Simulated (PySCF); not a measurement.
## Unknown compound

An unknown has the formula C2H11NSi4. Its calculated NMR data are:

1H NMR (400 MHz, computed): δ 4.24 (m, 1H), 4.18 (d, 3H), 3.72 (d, 3H), 3.71 (d, 3H), 1.22 (m, 1H).

13C{1H} NMR (computed): δ 125.2 (C), -9.5 (CH).

[PySCF 2.14: coordinates at the GFN2-xTB level; NMR shieldings at PBE0/pcSseg-1/GIAO; single conformer; non-relativistic Hamiltonian; no solvent model; averaged over atoms made equivalent by symmetry, fast rotation or ring inversion]

Chemical shifts δ = σref − σ; TMS for 1H (31.72 ppm), 13C (186.93 ppm), all at this level.

Task: Propose a structure and justify it.

Result: 
The formula gives 2 degrees of unsaturation (no ring in the answer). 2 carbon signals for 2 carbons: no two carbons are equivalent. Carbon types of the structure: 1 × C, 1 × CH, leaving 10 H on heteroatoms. δC 125.2: nitrile carbon; C≡N carbons fall here, among the sp2 signals but without a proton. δC -9.5: sp3 CH bonded to 2 Si, α to a nitrile; an electropositive neighbour leaves it electron-rich and shielded. δH 4.24: hydrogen on a silicon bonded to C, 2 Si. δH 4.18: hydrogen on a silicon bonded to C. δH 3.72, 3.71: hydrogen on a silicon bonded to Si. δH 1.22: hydrogen on an sp3 CH bonded to 2 Si, α to a nitrile.

These data were computed for `N#C[C@H]([SiH3])[SiH]([SiH3])[SiH3]`.

The data come from this structure; uniqueness wasn't tested.

Shifts are as computed. Against solution values, carbons near 30 ppm lie about +3 ppm off and those near 130 ppm about +5 ppm. Of 1211 compounds with measured shifts, 218 miss one by over three times the rms of a fit or turn the order of signals round; such compounds aren't used in these exercises. Multiplicities follow the n + 1 count of equivalent neighbours, as no J values were calculated; m marks all less simple cases, F and P coupling included.
